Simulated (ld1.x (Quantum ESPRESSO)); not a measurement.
## Configuration tests for Fe (Z = 26) (PAW)

iron (Fe), PAW, made with ld1.x (Quantum ESPRESSO) 7.5 (LDA (PZ), scalar-relativistic). Core [Ne], reference 3s2 3p6 3d6 4s2 4p0. Waves: 3s (bound): rcut 1.10, rcutus 1.55 bohr; 4s (bound): rcut 1.10, rcutus 1.55 bohr; 3p (bound): rcut 1.20, rcutus 1.40 bohr; 4p (bound, empty): rcut 1.20, rcutus 1.40 bohr; 3d (bound): rcut 1.80, rcutus 2.05 bohr; 3d channel at 1.66 Ry: rcut 1.80, rcutus 2.05 bohr. Local part: all-electron potential smoothed inside 1.50 bohr (lloc = -1). Core correction: a·sin(br)/r model core, default radius (ld1.x builds one for every PAW set, though the input has nlcc=.false.). Augmentation charge: BESSEL, radius 0.85 bohr.

Energies are relative to the spin-unpolarised reference configuration 3s2 3p6 3d6 4s2 4p0; without spin polarisation the order of configurations can differ from experiment. Not all tests gave a result: test run stopped at test 7 of 9 (negative rho), 3 before it not solved. Left out of the table: 3s2 3p6 3d5 4s0 4p0 (solver errors, printed error -2383 eV); 3s2 3p6 3d6.5 4s1.5 4p0 (solver errors, printed error -3067 eV); 3s2 3p6 3d5 4s2 4p1 (solver errors, printed error -2408 eV).

Its overlap operator is not positive definite in a basis up to 400 Ry (lowest eigenvalue s -0.50), so the file is unfit for use: the generalised eigenproblem breaks down once the basis is large enough, and its test numbers describe a broken file.

```
valence configuration  charge  ΔE all-electron (eV)  error AE − PS (meV)
  3s2 3p6 3d6 4s1 4p0      +1                 8.981                 -2.3
  3s2 3p6 3d6 4s0 4p0      +2                25.473                  -12
  3s2 3p6 3d6 4s1 4p1       0                 4.178                 -0.8
```

The ghost test of this file was not conclusive.
